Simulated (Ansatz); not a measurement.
Basis-set series for CH₅NO₂Sn (`[OH][SnH]1[NH]C[O]1`). The species carries charge 0 and has multiplicity 1. Sn takes the def2 core potential. All single points use the PBE0-D4/def2-TZVP geometry. It is one conformer, not always the lowest.

```csv
functional,basis,functions,energy (Eh),HOMO (eV),LUMO (eV)
PBE0-D4,def2-SVP,107,-460.13669,-6.72,-0.56
PBE0-D4,def2-QZVPP,460,-460.47509,-6.92,-0.93
ωB97M-V,def2-SVP,107,-460.25731,-9.03,1.27
ωB97M-V,def2-QZVPP,460,-460.60379,-9.26,0.53
```

Q: Give the rows for def2-TZVPP. (An estimate is asked.)

A: Computed: 
```
functional       basis  functions  energy (Eh)  HOMO (eV)  LUMO (eV)
   PBE0-D4  def2-TZVPP        244   -460.45756      -6.88      -0.83
   ωB97M-V  def2-TZVPP        244   -460.58705      -9.22       0.77
```

Positive LUMOs are unbound and depend on the basis.
